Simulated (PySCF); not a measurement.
H4BClSi, SMILES B[SiH2]Cl (B3LYP/def2-SVP optimised geometry):

```
7

B      1.087    -0.428     0.000
Si    -0.926    -0.428     0.000
Cl    -1.755     1.494     0.000
H      1.755     0.574    -0.005
H      1.654    -1.494     0.005
H     -1.437    -1.145     1.207
H     -1.434    -1.145    -1.209
```

Level of theory: PySCF 2.14.0 with B3LYP/def2-TZVP.

Task: What are the frontier orbital energies and the dipole moment?

Result: HOMO-2 -9.51 eV, HOMO-1 -8.61 eV, HOMO -8.11 eV, LUMO -2.98 eV, LUMO+1 -0.19 eV; dipole moment 1.63 D.

Meta-Löwdin charges at B3LYP/def2-TZVP: B1 -0.16, Si2 0.58, Cl3 -0.32, H4 0.04, H5 0.03, H6 -0.09, H7 -0.09.
